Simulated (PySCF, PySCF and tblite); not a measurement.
A run on one conformer of C7H8FN, numbered as in [NH2:1][CH2:2][c:3]1[cH:4][cH:5][c:6]([F:7])[cH:8][cH:9]1, from an ensemble study. The sound level was B97-2/pcSseg-1 (IEF-PCM, dimethylsulfoxide) on GFN2-xTB geometries.

Input:

```
{"job": {"xc": "B97-2", "basis": "pcSseg-1", "solvent": "dimethylsulfoxide", "kind": "nmr", "pop": false}, "charge": 0, "multiplicity": 1}
N     -2.654100     0.338700     0.405200
C     -1.856100    -0.479400    -0.488800
C     -0.370700    -0.248100    -0.249300
C      0.293900     0.768500    -0.972800
C      1.650000     0.996300    -0.728900
C      2.326100     0.235700     0.203600
F      3.633300     0.468800     0.421200
C      1.687000    -0.752500     0.932100
C      0.329400    -0.999600     0.703000
H     -2.406400     0.142000     1.375600
H     -2.425000     1.318500     0.253500
H     -2.114400    -0.272500    -1.520400
H     -2.094300    -1.540000    -0.306100
H     -0.230900     1.361500    -1.702900
H      2.176600     1.779200    -1.283200
H      2.229600    -1.335700     1.673200
H     -0.181100    -1.769200     1.275100
```

Command: OMP_NUM_THREADS=1 python ens_run.py task.json out

Output:

```
coarse grid: 14712 points
cycle   1  E = -425.8541589752  dE =  1.347e+00  |g| = 5.651e-01  |ddm| = 3.952e+00
cycle   2  E = -425.8240883913  dE =  3.007e-02  |g| = 7.170e-01  |ddm| = 1.069e+00
cycle   3  E = -425.9170175910  dE = -9.293e-02  |g| = 8.578e-02  |ddm| = 5.873e-01
cycle   4  E = -425.9185262717  dE = -1.509e-03  |g| = 3.433e-02  |ddm| = 9.591e-02
cycle   5  E = -425.9187995411  dE = -2.733e-04  |g| = 1.092e-02  |ddm| = 3.573e-02
cycle   6  E = -425.9188276341  dE = -2.809e-05  |g| = 2.865e-03  |ddm| = 1.192e-02
cycle   7  E = -425.9188296271  dE = -1.993e-06  |g| = 5.610e-04  |ddm| = 3.295e-03
final grid: 144032 points
cycle   8  E = -425.9622477230  dE = -7.871e-05  |g| = 6.250e-03  |ddm| = 5.614e-02
cycle   9  E = -425.9622428259  dE =  4.897e-06  |g| = 8.495e-03  |ddm| = 1.082e-02
cycle  10  E = -425.9622529479  dE = -1.012e-05  |g| = 5.952e-04  |ddm| = 6.991e-03
cycle  11  E = -425.9622530091  dE = -6.121e-08  |g| = 2.649e-04  |ddm| = 6.851e-04
cycle  12  E = -425.9622530256  dE = -1.647e-08  |g| = 9.163e-05  |ddm| = 2.938e-04
cycle  13  E = -425.9622530279  dE = -2.243e-09  |g| = 1.327e-05  |ddm| = 9.925e-05
cycle  14  E = -425.9622530279  dE = -4.138e-11  |g| = 4.467e-06  |ddm| = 1.645e-05
converged SCF energy = -425.9622530279

GIAO shielding tensors (ppm)
atom      isotropic    diamagn.    paramagn.     s11        s22        s33       span
  0 N      207.572     319.706    -112.134    181.230    211.495    229.992     48.762
  1 C      134.218     243.612    -109.394    119.943    129.095    153.615     33.673
  2 C       34.101     262.442    -228.341    -52.578    -17.881    172.760    225.338
  3 C       50.230     253.211    -202.981    -51.403     39.143    162.949    214.352
  4 C       64.982     256.542    -191.560    -17.898     46.251    166.592    184.490
  5 C       20.237     256.571    -236.334    -60.970     37.533     84.147    145.116
  6 F      302.431     478.877    -176.446    232.472    313.300    361.522    129.050
  7 C       65.088     256.691    -191.603    -17.764     46.104    166.923    184.687
  8 C       52.001     253.198    -201.197    -46.836     39.932    162.908    209.744
  9 H       30.614      32.657      -2.043     24.452     29.384     38.005     13.553
 10 H       30.751      32.767      -2.016     24.535     29.531     38.186     13.651
 11 H       28.158      30.119      -1.961     24.221     27.721     32.533      8.312
 12 H       27.839      29.781      -1.943     23.891     27.375     32.250      8.359
 13 H       23.851      33.487      -9.636     20.564     22.885     28.103      7.538
 14 H       24.104      29.359      -5.256     20.389     25.078     26.844      6.456
 15 H       24.146      29.648      -5.502     20.540     25.011     26.887      6.347
 16 H       23.840      33.227      -9.387     20.325     23.253     27.942      7.617
```

Problem. What is wrong with this calculation, and what did it do to the result?

Solution. The setting at fault: geometries not relaxed beyond the force field. The run converged. Shieldings averaged over the conformers (ppm), as run and sound:
```json
{"atoms": "N1", "as run": "215.3", "sound": "223.4"}
{"atoms": "C2", "as run": "135.1", "sound": "135.5"}
{"atoms": "C3", "as run": "38.6", "sound": "42.0"}
{"atoms": "C4/C9", "as run": "50.2", "sound": "54.3"}
{"atoms": "C5/C8", "as run": "65.2", "sound": "67.9"}
{"atoms": "C6", "as run": "18.0", "sound": "18.1"}
{"atoms": "F7", "as run": "300.7", "sound": "299.9"}
{"atoms": "H1", "as run": "30.7", "sound": "30.6"}
{"atoms": "H2", "as run": "27.8", "sound": "27.6"}
{"atoms": "H4/H9", "as run": "23.7", "sound": "23.8"}
{"atoms": "H5/H8", "as run": "24.2", "sound": "24.3"}
```
